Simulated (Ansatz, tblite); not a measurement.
Cost and result up the ladder for (HCd-mu-F)2 (Cd₂H₂F₂) (6 atoms). Charge 0, multiplicity 1. Geometry: PBE0-D4/def2-SVP.

Cartesian coordinates in Å:
```
Cd 0.2529 1.5579 -0.6058
H 0.5053 3.0835 -1.2008
F -0.4642 -0.3727 -1.1524
Cd -0.2535 -1.5577 0.6062
H -0.4980 -3.0857 1.1981
F 0.4575 0.3747 1.1546
```

Ansatz on 4 threads of Arm Neoverse V1 on a shared host; xTB runs through tblite on one thread. Times are rough, summed over both states, and most runs start from the orbitals of an earlier one. PBE0-D4/def2-TZVP serves as the yardstick here, not as an exact answer. The other state is a doublet.

In the def2 sets Cd takes a core potential; there is no spin–orbit coupling. The xTB rows come from tblite.

Raw xTB energies of ions are shifted by several eV.

```csv
level,functions,wall time
GFN2-xTB,18,0.004 s
GFN1-xTB,20,0.006 s
PBE-D4/def2-TZVP,154,4.4 s
PBE0-D4/def2-TZVP,154,5.7 s
r2SCAN-D4/def2-TZVP (with forces),154,10 s
```

(1) Estimate what each level gives for the vertical IE (eV).

## Answers

(1) 
```json
{"level": "GFN2-xTB", "vertical IE (eV)": "14.78", "difference from PBE0-D4/def2-TZVP (eV)": "4.32"}
{"level": "GFN1-xTB", "vertical IE (eV)": "13.84", "difference from PBE0-D4/def2-TZVP (eV)": "3.38"}
{"level": "PBE-D4/def2-TZVP", "vertical IE (eV)": "10.08", "difference from PBE0-D4/def2-TZVP (eV)": "-0.39"}
{"level": "PBE0-D4/def2-TZVP", "vertical IE (eV)": "10.47", "difference from PBE0-D4/def2-TZVP (eV)": "0.00"}
{"level": "r2SCAN-D4/def2-TZVP (with forces)", "vertical IE (eV)": "10.24", "difference from PBE0-D4/def2-TZVP (eV)": "-0.23"}
```
